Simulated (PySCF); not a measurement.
Ga(OH)3 (GaH3O3), SMILES [OH][Ga]([OH])[OH].

The structure is a stationary point at B3LYP-D3(BJ)/def2-SVP. Other conformers were not sampled.

These are ωB97X/def2-TZVP run with PySCF values and carry that method's errors.

Gas-phase values at a fixed geometry.

The total energy comes out as -2152.51544 hartree. The point group is C3h. The highest occupied level comes out as -11.51 eV and the lowest empty level is 1.06 eV. The orbital gap is 12.57 eV and the dipole moment comes out as 0.00 D. The quadrupole, principal values (traceless, Buckingham form, about the centre of nuclear charge) is -0.54, -0.54, 1.08 D·Å, the mean static polarisability comes out as 34.6 bohr³ (5.12 Å³) and the polarisability, principal values comes out as 27.0, 38.3, 38.3 bohr³.
